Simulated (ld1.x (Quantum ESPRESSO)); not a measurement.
## Mg (Z = 12): excitation energies, all-electron against PAW

Mg, PAW, made with ld1.x (Quantum ESPRESSO) 7.5 (PBEsol, scalar-relativistic). Core [He], reference 2s2 2p6 3s2 3p0. Waves: 2s (bound): rcut 0.95, rcutus 1.00 bohr; 3s (bound): rcut 0.95, rcutus 1.00 bohr; 2p (bound): rcut 1.05, rcutus 1.20 bohr; 3p (bound, empty): rcut 1.05, rcutus 1.20 bohr. Local part: all-electron potential smoothed inside 0.75 bohr (lloc = -1). Core correction: a·sin(br)/r model core, default radius (core density twice the valence density). Augmentation charge: PSQ, inside the norm-conserving radii.

Energies are relative to the spin-unpolarised reference configuration 2s2 2p6 3s2 3p0; without spin polarisation the order of configurations can differ from experiment.

```json
{"valence configuration": "2s2 2p6 3s1 3p0", "charge": "+1", "ΔE all-electron (eV)": "7.920", "error AE − PS (meV)": "0.0"}
{"valence configuration": "2s2 2p6 3s0 3p0", "charge": "+2", "ΔE all-electron (eV)": "22.737", "error AE − PS (meV)": "-0.2"}
{"valence configuration": "2s2 2p6 3s1.5 3p0", "charge": "+0.5", "ΔE all-electron (eV)": "3.129", "error AE − PS (meV)": "0.0"}
{"valence configuration": "2s2 2p5 3s2 3p0", "charge": "+1", "ΔE all-electron (eV)": "58.455", "error AE − PS (meV)": "-48"}
{"valence configuration": "2s2 2p6 3s1 3p1", "charge": "0", "ΔE all-electron (eV)": "3.474", "error AE − PS (meV)": "0.0"}
{"valence configuration": "2s1 2p6 3s2 3p0", "charge": "+1", "ΔE all-electron (eV)": "91.198", "error AE − PS (meV)": "-31"}
```

What are ΔE and the potential's error for 2s2 2p6 3s0 3p2?

ΔE = 7.126 eV all-electron; the error (AE − PS) is +0.2 meV.
